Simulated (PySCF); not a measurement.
**Frontier levels across methods**

Species: C₂H₇AlClFO.
Geometry (PBE0-D3(BJ)/def2-SVP, Å), atoms numbered from 1 in this order:
```xyz
13
C2H7AlClFO angstrom
C     -0.0470    1.5037   -0.1177
O     -0.1042    0.0748   -0.0216
C     -1.3877   -0.4756   -0.0171
F     -2.0250   -0.1537    1.1258
Al     1.4525   -1.2029    0.0969
Cl     3.0477    0.2338    0.0894
H     -0.4646    1.8182   -1.0861
H     -0.6120    1.9451    0.7133
H      1.0124    1.7753   -0.0533
H     -1.2644   -1.5674   -0.0880
H     -1.9606   -0.0788   -0.8723
H      1.2240   -1.9885   -1.2693
H      1.1360   -1.9008    1.4883
```

Basis pcSseg-1 throughout (PySCF), one geometry. Geometry: PBE0-D3(BJ)/def2-SVP, one conformer, isolated molecule.

Task: How do the orbital energies, the gap and the dipole change with the method?

Result: 
```csv
method,kind,HOMO (eV),LUMO (eV),gap (eV),μ (D),SCF cycles
BLYP,GGA,-6.29,-0.39,5.91,4.99,14
OPBE,GGA,-6.41,-0.31,6.10,5.02,14
PBE,GGA,-6.42,-0.55,5.87,4.99,14
B97-D,GGA,-6.44,-0.37,6.07,5.07,14
LDA,LDA,-6.47,-0.84,5.63,4.98,13
KT2,GGA,-6.49,-0.71,5.78,4.94,15
KT3,GGA,-6.53,-0.54,5.98,4.95,15
BP86,GGA,-6.53,-0.57,5.96,5.03,14
B97-2,global hybrid,-7.50,0.32,7.82,5.13,12
B3LYP,global hybrid,-7.51,0.09,7.60,5.09,13
PBE0,global hybrid,-7.73,0.27,8.01,5.11,13
mPW1PW91,global hybrid,-7.77,0.29,8.05,5.13,12
BHandHLYP,global hybrid,-8.95,1.11,10.06,5.21,12
CAM-B3LYP,range-separated hybrid,-9.09,1.25,10.34,5.16,12
wB97X-D,range-separated hybrid,-9.64,2.02,11.66,5.18,12
LC-wPBE,range-separated hybrid,-10.49,2.36,12.86,5.25,13
HF,Hartree–Fock,-10.90,3.17,14.07,5.39,10
```

The HOMO spans 4.60 eV, from BLYP down to HF, and the gap runs from 5.63 eV (LDA) to 14.07 eV (HF). Over the methods BLYP (0 %), OPBE (0 %), PBE (0 %), B97-D (0 %), LDA (0 %), KT2 (0 %), KT3 (0 %), BP86 (0 %), B97-2 (21 %), B3LYP (20 %), PBE0 (25 %), mPW1PW91 (25 %), BHandHLYP (50 %), HF (100 %), a straight line through the gap against the share of exact exchange rises by 0.82 eV for each 10 % (correlation coefficient 0.999). The dipole ranges from 4.94 D (KT2) to 5.39 D (HF). This basis has no diffuse functions.
